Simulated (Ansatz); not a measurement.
Geometry optimisation, RHF/def2-SVP in Ansatz.

Input file:

```yaml
crystal:
  periodic: [false, false, false]
  atoms:
    - { symbol: Ta, position_ang: [-0.41782, -0.396912, -0.193112] }
    - { symbol: Cl, position_ang: [3.217037, 0.089791, -0.395094] }
    - { symbol: F, position_ang: [0.428566, -0.139606, 1.432173] }
    - { symbol: Cl, position_ang: [-0.010578, 0.310392, -2.349599] }
    - { symbol: F, position_ang: [-1.314838, 1.205887, 0.140439] }
    - { symbol: Cl, position_ang: [-2.272872, -1.711576, -0.058436] }
    - { symbol: F, position_ang: [0.792887, -1.852393, -0.458161] }
    - { symbol: H, position_ang: [2.803218, -1.164283, -0.46391] }
basis:
  gaussian: { orbitals: def2-SVP }
hamiltonian:
  xc: hf
relax:
  f_tol: 0.03
  max_steps: 50
```

Command:

```bash
$ ansatz run input.yaml --threads 2 --pin off --max-ram 3072MiB --backend cpu --events-out ev --progress --plain --runs-dir out
```

Question: Where does it end, and by what steps?

Answer: The run converged. The force dipped under the threshold on the way, but the program's further checks kept it going. After 14 steps the energy has fallen by 0.090 eV; Cl2 moved furthest, 0.55 Å.

```
step  energy less start (eV)  largest force component (eV/Å)  accepted
   0                  0.0000                           1.396       yes
   1                 -0.0614                           0.623       yes
   2                 -0.0745                           0.483       yes
   3                 -0.0366                           0.865        no
   4                 -0.0801                           0.043       yes
   5                 -0.0829                           0.136       yes
   6                 -0.0852                           0.062       yes
   7                 -0.0864                           0.108       yes
   8                 -0.0875                           0.171       yes
   9                 -0.0886                           0.188       yes
  10                 -0.0893                           0.142       yes
  11                 -0.0898                           0.043       yes
  12                 -0.0903                           0.005       yes
  13                 -0.0904                           0.018       yes
  14                 -0.0905                           0.019       yes
```

```xyz
8
Properties=species:S:1:pos:R:3
Ta -0.552 -0.335 -0.184
Cl 3.687 -0.183 -0.482
F 0.360 0.140 1.350
Cl -0.077 0.514 -2.261
F -1.728 1.076 0.172
Cl -2.254 -1.869 -0.078
F 0.722 -1.708 -0.408
H 3.067 -1.295 -0.454
```

Whether the end is a true minimum wasn't checked by a vibrational analysis.

Time of the run: 46 s on 2 threads of Arm Neoverse V1, on a shared host, peak memory 0.35 GiB.
